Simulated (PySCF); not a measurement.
Species: C7H8O2.
Cartesian coordinates in Å at the PBE0-D3(BJ)/def2-SVP level; atoms count from 1:
```
atom  x, y, z in Å
C1     3.0682   -0.1038    0.1779
O2     1.7416    0.2527   -0.1702
C3     0.7920   -0.6235    0.1783
O4     1.0198   -1.6612    0.7369
C5    -0.5735   -0.1328   -0.2563
C6    -0.9261    1.2537    0.2110
C7    -2.1362    1.2113    0.8040
C8    -2.6353   -0.1665    0.7947
C9    -1.7279   -0.9673    0.2008
H10    3.1664   -0.2318    1.2659
H11    3.7085    0.7162   -0.1672
H12    3.3617   -1.0461   -0.3081
H13   -0.5442   -0.1215   -1.3661
H14   -0.2831    2.1197    0.0594
H15   -2.6709    2.0628    1.2283
H16   -3.5917   -0.4826    1.2144
H17   -1.7834   -2.0460    0.0611
```

Linear response at CAM-B3LYP/def2-SVPD (PySCF, frozen core in the response, non-relativistic). The structure is a single PBE0-D3(BJ)/def2-SVP conformer in the gas phase; no vibrational or solvent corrections.

Static isotropic polarisability: 85.10 au (12.61 Å³), principal values 63.6, 85.4, 106.4 au.

Problem. What is the polarisability at 1064 nm and at the sodium D line?

Solution. 85.87 au at 1064 nm (+0.9 %), 87.73 au at 589.3 nm (+3.1 %). The rise at 589.3 nm is 3.42 times that at 1064 nm; a pure ω² law gives 3.26. The lowest singlet lies at 248 nm, shorter than both wavelengths.

Problem. What is the isotropic C6 coefficient between two such molecules, C6 = (3/π)∫α(iω)² dω?

Solution. 3060 au (Eh·bohr⁶) by a ten-point quadrature over imaginary frequencies, which is 1830 eV·Å⁶ or 176 J·nm⁶/mol.

Problem. Which effective excitation energy ω̄ makes London's formula C6 = (3/4)α²ω̄ exact here?

Solution. ω̄ = 4·C6/(3α²) = 0.563 Eh = 15.3 eV. A one-pole form α(ω) = α/(1 − ω²/ω̄²) fitted to the 1064 nm value gives 12.3 eV.

Problem. How many electrons N does the Slater–Kirkwood formula C6 = (3/4)·√N·α^(3/2) need to give this C6?

Solution. N = (4·C6/3)²/α³ = 27.0; the species has 66 electrons in all.

Problem. The lowest 6 singlets have (eV, f): 4.99, 0.057; 5.82, 0.011; 6.21, 0.004; 6.63, 0.005; 6.75, 0.048; 7.24, 0.027. What share of the static polarisability do they carry in the sum over states α = Σ f/ω²?

Solution. 3.28 au, 3.9 % of α; the largest term, 1.70 au, is that of the state at 4.99 eV. Their oscillator strengths add up to 0.15. Higher states carry the rest.

Problem. What n − 1 at the D line would an ideal gas of it have at 273.15 K and 1 atm (2.6868 × 10¹⁹ cm⁻³), by n − 1 = 2π·N·α′?

Solution. 21.95 × 10⁻⁴, a formal value whether or not that pressure can be reached.

Problem. How anisotropic is the static polarisability, by Δα² = ½[(α1 − α2)² + (α2 − α3)² + (α3 − α1)²]?

Solution. Δα = 37.1 au, or 0.44 of the isotropic value.
